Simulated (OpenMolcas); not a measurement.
An atom or ion with 30 electrons was computed by XMS-CASPT2, IPEA 0.25 Eh, imaginary shift 0.1 Eh with spin-orbit coupling (OpenMolcas, ANO-RCC-VTZP, DKH2). The lowest levels that the run gave, each within 12 % of the measured value where one is at hand:

```json
{"J": "0", "Parity": "even", "E (eV)": "0.0000", "g": ""}
{"J": "0", "Parity": "odd", "E (eV)": "14.285", "g": ""}
{"J": "1", "Parity": "odd", "E (eV)": "14.600", "g": "1.499"}
{"J": "2", "Parity": "odd", "E (eV)": "15.326", "g": "1.501"}
{"J": "1", "Parity": "odd", "E (eV)": "21.490", "g": "1.002"}
```

**Question.** Which ion is it, and what are the configurations and terms?

**Answer.** Kr6+ (Z = 36, charge +6; active space 2 electrons in 8 orbitals (4s 4p 5s 5p)). J, parity and g give the terms where levels are pure, and mixed ones are named by the computed weights; the size of the splittings, set against known spectra of the 30-electron sequence, gives the charge. In order, with the measured energies in eV (Saloman, J. Phys. Chem. Ref. Data 36, 215 (2007)): 4s2 1S0, 4s 4p 3P* 0 (14.5545), 4s 4p 3P* 1 (14.8899), 4s 4p 3P* 2 (15.6906), 4s 4p 1P* 1 (21.1808).

Over all roots computed the reference weight is 0.85 to 1.00; the roots of lowest weight are the least certain, and an intruder state may touch them. Active for correlation alone: 5p 5s; no level in the range computed is led by a configuration that fills them, so any true level of that kind is missing. Computed and measured levels are paired by configuration, term and J; levels that our copy of the source lacks, or whose pairing is in doubt (as where it misses far off the trend of its configuration), stay unpaired and out of the deviations. Only configurations of the active space appear.

* marks odd parity.
